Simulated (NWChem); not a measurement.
System: SnBrClF₂; SMILES [F][Sn]([F])([Cl])[Br]

Input file for NWChem:

```
start job
memory heap 200 mb stack 900 mb global 1100 mb
geometry units angstroms
  F     -0.793174    -1.393669     1.577499
  Sn    -0.473569    -0.211593     0.017033
  F     -0.923453    -1.353091    -1.541532
  Cl    -1.915948     1.564121     0.100384
  Br     1.961813     0.273446    -0.078395
end
basis spherical
  * library def2-svp
end
ecp
  Sn library def2-ecp
end
dft
  xc pbe0
  iterations 150
end
driver
  maxiter 120
end
task dft optimize
dft
  grid fine
  convergence energy 1d-8 density 1d-7
end
task dft freq numerical
```

This build's default masses of Se (78.918 u) and Br (79.917 u) are each other's, which moves their modes by up to 0.6 %. def2 effective core potentials on Sn; no spin-orbit coupling.

The level has its own optimisation; frequencies are unscaled.

Give the results of this calculation. (PBE0/def2-SVP with def2 effective core potentials on Sn.) Quantities: r F–Sn (Å); r Cl–Sn (Å); r Br–Sn (Å); highest harmonic frequency (cm⁻¹); lowest (cm⁻¹); zero-point energy (kcal/mol).


```
Item                               Result
---------------------------------  ------
r F–Sn (Å)                          1.915
r Cl–Sn (Å)                         2.306
r Br–Sn (Å)                         2.439
highest harmonic frequency (cm⁻¹)     672
lowest (cm⁻¹)                          86
zero-point energy (kcal/mol)          3.8
```
